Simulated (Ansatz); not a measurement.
`N[SiH2]O[SiH2]N` → `N[SiH](O)N[SiH3]`  (isomerisation)

Computed with Ansatz on PBE0-D4/def2-TZVP structures; ΔE is electronic, products minus reactants. CBS: MP2 limit from def2 TZ/QZ plus the TZ coupled-cluster correction, frozen cores. DFT in def2-TZVPP. HSE06 is defined as in plane-wave codes. One conformer a species, not always the lowest.

(1) Is it downhill or uphill in electronic energy at CCSD(T)/CBS, and by how much? (Best estimate.)

(2) What do these levels give: r2SCANh-D4, r2SCAN0-D4, PBE, PBE0, HSE06, BHLYP, LC-ωPBE, MP2/def2-SVP, HF/def2-TZVPP, HF/def2-QZVPP, SCS-MP2/def2-QZVPP, MP2/CBS(def2)? (An estimate is asked.)

Largest T1 diagnostic among the species: 0.011.

Results:

(1) Ansatz gave: Uphill: ΔE = +43.0 kJ/mol.

(2) Computed: r2SCANh-D4 42.2, r2SCAN0-D4 42.7, PBE 40.6, PBE0 42.0, HSE06 41.8, BHLYP 52.3, LC-ωPBE 43.8, MP2/def2-SVP 37.6, HF/def2-TZVPP 57.5, HF/def2-QZVPP 59.2, SCS-MP2/def2-QZVPP 46.6, MP2/CBS(def2) 43.5 kJ/mol.

In def2-TZVPP, CCSD(T) changes the Hartree–Fock value by −15.6 kJ/mol (the triples alone add −2.3 kJ/mol) and MP2 by −15.1 kJ/mol. Leaving LDA and LC-ωPBE aside and taking each functional with its dispersion term where it has one, the values, not all of them listed here, spread over 14.6 kJ/mol, from revPBE-D4 to BHLYP-D4. LDA lies −4.9 kJ/mol from PBE without D4.
